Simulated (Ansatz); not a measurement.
`F[C@H]1C[Si@H]1[SiH3]`, relaxed with RKS PBE-D4/def2-SVP in Ansatz 0.2.0 from a rough embedded geometry. The force threshold is 0.03 eV/Å; the program also tests the step.

Charge 0, multiplicity 1.

Start:

```xyz
12

F     1.267   -1.141   -1.442
C     1.495   -0.025   -0.623
C     0.651    1.152   -0.867
Si    0.262    0.252    0.766
Si   -1.578   -0.963    0.790
H     2.549    0.147   -0.453
H     1.006    2.149   -0.740
H    -0.201    1.085   -1.596
H     0.728    1.084    1.845
H    -1.772   -1.800   -0.470
H    -2.760   -0.072    0.854
H    -1.646   -1.869    1.936
```

```tsv
step	energy (eV)	largest force (eV/Å)	largest move (Å)
1	-20636.1170	1.739	0.000
2	-20636.4276	0.872	0.159
3	-20636.4676	0.272	0.086
4	-20636.4742	0.159	0.030
5	-20636.4762	0.102	0.065
6	-20636.4788	0.036	0.025
7	-20636.4793	0.025	0.018
8	-20636.4798	0.029	0.030
9	-20636.4805	0.060	0.095
10	-20636.4809	0.037	0.007
11	-20636.4813	0.011	0.031
12	-20636.4815	0.008	0.039
```

End:

```xyz
12

F     1.373   -1.150   -1.376
C     1.509   -0.034   -0.581
C     0.625    1.151   -0.920
Si    0.223    0.373    0.772
Si   -1.687   -0.951    0.811
H     2.574    0.187   -0.373
H     1.095    2.145   -1.016
H    -0.124    0.947   -1.705
H     0.729    1.078    1.995
H    -1.851   -1.516   -0.573
H    -2.911   -0.150    1.168
H    -1.554   -2.080    1.798
```

Run time 16 s (4 threads of an Arm Neoverse V1 on a shared host); peak host memory 0.16 GiB.
